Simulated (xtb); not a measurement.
Input file for xtb: GFN1-xTB on CH7FSi (a complex), monomers drawn apart or pushed together.

```
$ xtb mol.xyz --gfn 1 --sp --chrg 0 --uhf 0
10

Si     0.12859651    -0.11517574     0.19653468
H      0.47176160    -1.52352107     0.48203356
H     -1.24484987     0.18356929     0.65977926
H      0.19705063     0.11724844    -1.26637512
H      1.08659517     0.79310306     0.86536081
C     -0.47467311     0.76826836     4.32475106
F     -0.09809186    -0.46044076     3.78927967
H     -1.44581783     1.04477835     3.91381271
H     -0.53547308     0.66987396     5.40879680
H      0.27488067     1.51163696     4.05271352
```

Program output:

```
[...]
           -------------------------------------------------
          |                Calculation Setup                |
           -------------------------------------------------



molecular fragmentation (1/2 indicates fragments):
1111122222
# atoms in fragment 1/2:     5     5
 fragment masses (1/2) :       32.12       34.03
CMA distance (Bohr)    :   7.313
constraining FC (au)   :  0.0500

           -------------------------------------------------
          |                 G F N 1 - x T B                 |
           -------------------------------------------------

        Reference                      10.1021/acs.jctc.7b00118
      * Hamiltonian:
        H0-scaling (s, p, d)           1.850000    2.250000    2.000000
        zeta-weighting                 0.000000
      * Dispersion:
        s8                             2.400000
        a1                             0.630000
        a2                             5.000000
        s9                             0.000000
      * Repulsion:
        kExp                           1.500000
        rExp                           1.000000
      * Coulomb:
        alpha                          2.000000
        third order                    atomic
        anisotropic                    false
      * Halogen bond correction:
        rad-scale                      1.300000
        damping                        0.440000


          ...................................................
          :                      SETUP                      :
          :.................................................:
          :  # basis functions                  32          :
          :  # atomic orbitals                  31          :
          :  # shells                           21          :
          :  # electrons                        22          :
          :  # halogen bonds                     0          :
          :  max. iterations                   250          :
          :  Hamiltonian                  GFN1-xTB          :
          :  restarted?                      false          :
          :  GBSA solvation                  false          :
          :  PC potential                    false          :
          :  electronic temp.          300.0000000     K    :
          :  accuracy                    1.0000000          :
          :  -> integral cutoff          0.2500000E+02      :
          :  -> integral neglect         0.1000000E-07      :
          :  -> SCF convergence          0.1000000E-05 Eh   :
          :  -> wf. convergence          0.2000000E-04 e    :
          :  Broyden damping             0.4000000          :
          :  net charge                          0          :
          :  unpaired electrons                  0          :
          ...................................................

 iter      E             dE          RMSdq      gap      omega  full diag
   1    -12.9323580 -0.129324E+02  0.530E+00    6.86       0.0  T
   2    -12.9615343 -0.291763E-01  0.303E+00    7.33       1.0  T
   3    -12.9633230 -0.178868E-02  0.874E-01    7.24       1.0  T
   4    -12.9643522 -0.102918E-02  0.300E-01    7.52       1.0  T
   5    -12.9648919 -0.539650E-03  0.333E-02    7.41       1.0  T
   6    -12.9648963 -0.444615E-05  0.270E-03    7.42      11.7  T
   7    -12.9648963 -0.338289E-07  0.149E-03    7.42      21.2  T
   8    -12.9648963 -0.103307E-07  0.305E-04    7.42     103.8  T
   9    -12.9648963  0.343015E-11  0.265E-04    7.42     119.1  T
  10    -12.9648963 -0.304411E-09  0.373E-05    7.42     847.4  T
  11    -12.9648963 -0.619593E-11  0.251E-06    7.42   12622.9  T

   *** convergence criteria satisfied after 11 iterations ***

         #    Occupation            Energy/Eh            Energy/eV
      -------------------------------------------------------------
         1        2.0000           -0.8420366             -22.9130
       ...           ...                  ...                  ...
         5        2.0000           -0.5827978             -15.8587
         6        2.0000           -0.5750237             -15.6472
         7        2.0000           -0.4988516             -13.5744
         8        2.0000           -0.4985547             -13.5664
         9        2.0000           -0.4740524             -12.8996
        10        2.0000           -0.4736598             -12.8889
        11        2.0000           -0.4731508             -12.8751 (HOMO)
        12                         -0.2004683              -5.4550 (LUMO)
        13                         -0.1993976              -5.4259
        14                         -0.1984048              -5.3989
        15                         -0.1565140              -4.2590
        16                         -0.1308540              -3.5607
       ...                                ...                  ...
        31                          1.2555081              34.1641
      -------------------------------------------------------------
                  HL-Gap            0.2726825 Eh            7.4201 eV
             Fermi-level           -0.3368096 Eh           -9.1651 eV

 SCC (total)                   0 d,  0 h,  0 min,  0.011 sec
 SCC setup                      ...        0 min,  0.000 sec (  2.185%)
 Dispersion                     ...        0 min,  0.000 sec (  0.927%)
 classical contributions        ...        0 min,  0.000 sec (  0.402%)
 integral evaluation            ...        0 min,  0.002 sec ( 22.194%)
 iterations                     ...        0 min,  0.004 sec ( 33.132%)
 molecular gradient             ...        0 min,  0.004 sec ( 38.914%)
 printout                       ...        0 min,  0.000 sec (  1.991%)

         :::::::::::::::::::::::::::::::::::::::::::::::::::::
         ::                     SUMMARY                     ::
         :::::::::::::::::::::::::::::::::::::::::::::::::::::
         :: total energy             -12.880647051616 Eh    ::
         :: gradient norm              0.030782051004 Eh/a0 ::
         :: HOMO-LUMO gap              7.420069296061 eV    ::
         ::.................................................::
         :: SCC energy               -12.964896346533 Eh    ::
         :: -> electrostatic           0.025827805915 Eh    ::
         :: repulsion energy           0.086159943346 Eh    ::
         :: dispersion energy         -0.001910648429 Eh    ::
         :: halogen bond corr.         0.000000000000 Eh    ::
         :: add. restraining           0.000000000000 Eh    ::
         :: total charge               0.000000000000 e     ::
         :::::::::::::::::::::::::::::::::::::::::::::::::::::

           -------------------------------------------------
          |                Property Printout                |
           -------------------------------------------------

    * Orbital Energies and Occupations

         #    Occupation            Energy/Eh            Energy/eV
      -------------------------------------------------------------
         1        2.0000           -0.8420366             -22.9130
         2        2.0000           -0.6586961             -17.9240
         3        2.0000           -0.6400621             -17.4170
         4        2.0000           -0.5830354             -15.8652
         5        2.0000           -0.5827978             -15.8587
         6        2.0000           -0.5750237             -15.6472
         7        2.0000           -0.4988516             -13.5744
         8        2.0000           -0.4985547             -13.5664
         9        2.0000           -0.4740524             -12.8996
        10        2.0000           -0.4736598             -12.8889
        11        2.0000           -0.4731508             -12.8751 (HOMO)
Note: The following floating-point exceptions are signalling: IEEE_DENORMAL
normal termination of xtb
        12                         -0.2004683              -5.4550 (LUMO)
        13                         -0.1993976              -5.4259
        14                         -0.1984048              -5.3989
        15                         -0.1565140              -4.2590
        16                         -0.1308540              -3.5607
        17                         -0.1279505              -3.4817
        18                         -0.0917514              -2.4967
        19                         -0.0895829              -2.4377
        20                         -0.0623770              -1.6974
        21                         -0.0604624              -1.6453
        22                         -0.0599561              -1.6315
       ...                                ...                  ...
        31                          1.2555081              34.1641
      -------------------------------------------------------------
                  HL-Gap            0.2726825 Eh            7.4201 eV
             Fermi-level           -0.3368096 Eh           -9.1651 eV

  Mulliken/CM5 charges         n(s)   n(p)   n(d)
     1Si    0.26846 -0.05405   1.339  1.973  0.420
     2H    -0.06207  0.01909   1.062  0.000  0.000
     3H    -0.07051  0.01023   1.071  0.000  0.000
     4H    -0.07426  0.00570   1.074  0.000  0.000
     5H    -0.07045  0.01030   1.070  0.000  0.000
     6C     0.17877  0.05195   1.005  2.816  0.000
     7F    -0.27943 -0.30957   1.829  5.450  0.000
     8H     0.03658  0.08889   0.963  0.000  0.000
     9H     0.03633  0.08856   0.964  0.000  0.000
    10H     0.03658  0.08890   0.963  0.000  0.000

Wiberg/Mayer (AO) data.
largest (>0.10) Wiberg bond orders for each atom

 ---------------------------------------------------------------------------
     #   Z sym  total        # sym  WBO       # sym  WBO       # sym  WBO
 ---------------------------------------------------------------------------
     1  14 Si   3.777 --     4 H    0.940     2 H    0.940     5 H    0.939
                             3 H    0.939
     2   1 H    0.991 --     1 Si   0.940
     3   1 H    0.990 --     1 Si   0.939
     4   1 H    0.989 --     1 Si   0.940
     5   1 H    0.990 --     1 Si   0.939
     6   6 C    3.873 --     9 H    0.985     8 H    0.985    10 H    0.985
                             7 F    0.916
     7   9 F    1.005 --     6 C    0.916
     8   1 H    1.015 --     6 C    0.985
     9   1 H    1.015 --     6 C    0.985
    10   1 H    1.015 --     6 C    0.985
 ---------------------------------------------------------------------------

Topologies differ in total number of bonds
Writing topology from bond orders to xtbtopo.mol

 dipole moment from electron density (au)
     X       Y       Z
  -0.2399   0.7545   0.4217  total (Debye):    2.280


           -------------------------------------------------
          | TOTAL ENERGY              -12.880647051616 Eh   |
          | GRADIENT NORM               0.030782051004 Eh/α |
          | HOMO-LUMO GAP               7.420069296061 eV   |
           -------------------------------------------------

------------------------------------------------------------------------
------------------------------------------------------------------------
 total:
 SCF:
```

The run finished.

Cost: about 0.06 core-seconds (a rough figure).
